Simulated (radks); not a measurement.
Problem. Species: Pb35+. Configuration: [Kr] 4d10 4f1 (the NIST ground configuration). Method: scalar-relativistic Kohn-Sham, PBE, spin-polarised, spherical densities, point nucleus; open shells are filled with parallel spins first (spin-orbit coupling, left out, can overturn this in heavy ions); computed with a radial shooting solver on a logarithmic mesh with Libxc functionals. Some entries of the table are withheld. Estimate them.

orbital  occ.  eigenvalue (eV)  <r^2> (bohr^2)  <1/r> (bohr^-1)
1s down     1        -89514.03       0.0003570            101.5
1s up       1        -89514.03       0.0003570            101.5
2s up       1        -17145.97        0.005420            23.81
2s down     1        -17145.92        0.005420            23.81
2p up       3        -14899.83        0.004621            20.90
2p down     3        -14899.79        0.004621            20.90
3s up       1        -5162.224         0.03452            8.865
3s down     1        -5160.706         0.03451            8.868
3p up       3        -4517.036         0.03566            8.024
3p down     3        -4515.483         0.03565            8.026
3d up       5        -3865.223         0.02946            7.522
3d down     5        -3864.043         0.02944            7.524
4s up       1        -2110.029          0.1479            4.076
4s down     1        -2107.922          0.1480            4.074
4p up       3        -1882.034          0.1626            3.732
4p down     3        -1880.057          0.1628            3.729
4d up       5        -1629.163          0.1675            3.460
4d down     5        -1627.181          0.1676            3.458
4f up       1        -1372.071          0.1482              (1)
4f down     0        -1369.728          0.1485              (2)
5s up       0        -1123.836          0.4754            2.211
5s down     0        -1122.884          0.4759            2.209
5p up       0        -1028.260          0.5276            2.056
5p down     0        -1027.389          0.5281            2.055
5d up       0        -917.5746          0.5755            1.919
5d down     0        -916.7328          0.5761            1.918

Solution. 
(1) 4f up <1/r> (bohr^-1): 3.210
(2) 4f down <1/r> (bohr^-1): 3.208
